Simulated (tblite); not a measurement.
Run record: tight-binding relaxation, `C([SiH3])[SiH2]C1C=[O+][BH2-]OC=1`.

Computed with GFN2-xTB geometry optimisation, gas phase (tblite 0.8.0). Start geometry: from a force field or distance geometry. The command runs a driver script over a list of jobs; the input below is this job's line of settings and its coordinates in Å.

Command:
```bash
OMP_NUM_THREADS=1 python probes_run.py task.json out
```

Input:
```
{"job": {"kind": "relax", "xc": "GFN2-xTB", "basis": "xTB"}, "charge": 0, "multiplicity": 1}
Si     2.483200     1.144900     0.497700
C      2.307700    -0.676000     0.140300
Si     0.728800    -1.336500     0.880800
C     -0.725500    -0.516200     0.048100
C     -1.107100    -0.894800    -1.161400
O     -2.170000    -0.243700    -1.813400
B     -3.079500     0.695100    -1.073100
O     -2.401000     1.192700     0.190300
C     -1.385100     0.623900     0.700800
H      2.429900     1.375800     1.955000
H      1.364900     1.870000    -0.146000
H      3.749000     1.631400    -0.038600
H      2.309100    -0.848000    -0.936300
H      3.173500    -1.217700     0.603900
H      0.684900    -1.053600     2.324600
H      0.647400    -2.783700     0.669800
H     -0.586000    -1.684500    -1.686800
H     -4.070000     0.094600    -0.765900
H     -3.373900     1.615500    -1.760000
H     -0.985400     1.021600     1.631600
```

Output:
```
step      E/eV     max force
  0    -734.49024    5.718
  1    -735.02951    2.217
  2    -735.10965    0.891
  3    -735.14352    0.634
  4    -735.17137    0.328
  5    -735.18297    0.342
  6    -735.19499    0.348
  7    -735.20240    0.238
  8    -735.20616    0.154
  9    -735.20898    0.146
... (91 lines left out)
101    -735.23987    0.014
102    -735.23991    0.015
103    -735.24000    0.014
104    -735.24007    0.017
105    -735.24013    0.014
106    -735.24016    0.013
107    -735.24020    0.012
108    -735.24024    0.012
109    -735.24029    0.011
110    -735.24033    0.009
```

«max force» is the largest atomic force in eV/Å.

**Question.** From which step on does the largest force stay under 0.1 eV/Å, and how much energy is left to gain from there?

**Answer.** From step 14 (0.090 eV/Å), 22.6 meV above the end.

Main results: energy lowered by 17.3 kcal/mol over 110 steps; largest atomic force 0.009 eV/Å at the end.

On an AMD EPYC with one thread, no GPU, shared host with 64 logical CPUs at a one-minute load of 18, this took 3.3 s.
Labels such as C1 count atoms from 1, the log's own numbers from 0.
